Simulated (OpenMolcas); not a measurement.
## Ionisation energies of terbium

| Item | Value |
| --- | --- |
| Program | OpenMolcas 26.06 |
| Basis | ANO-R2 [8s6p4d3f1g] |
| Scalar Hamiltonian | X2C, finite nucleus |
| Spin-orbit coupling | RASSI with atomic mean-field integrals over the reference wave functions, term energies averaged over their components |

Active shells in each charge state: the valence f shell, with orbitals averaged over the low states. Where CASPT2's correlated closed shells are named, they are those of the first ion.

A. CASSCF
B. SS-CASPT2, IPEA 0.25 Eh, imaginary shift 0.1 Eh (closed shells correlated: 5s 5p)
C. SS-CASPT2, IPEA 0 Eh, imaginary shift 0.1 Eh (closed shells correlated: 5s 5p)
D. SS-CASPT2, IPEA 0.25 Eh, imaginary shift 0.1 Eh (closed shells correlated: 4d 5s 5p)

Energies in eV between the lowest computed levels, named as in B; reference values from the NIST Atomic Spectra Database with their kind.

```
             From                To       A       B       C       D  Spin-orbit share in B                Reference
Tb2+ 4f⁹ ⁶H°_15/2      Tb3+ 4f⁸ ⁷F₆  17.874  21.984  22.160  22.235                 +0.180  21.820 (semi-empirical)
     Tb3+ 4f⁸ ⁷F₆  Tb4+ 4f⁷ ⁸S°_7/2  35.850  38.860  38.902  38.984                 +0.333  39.330 (semi-empirical)
```

The lowest level within the active space need not be the ion's true ground level.

° marks odd parity.
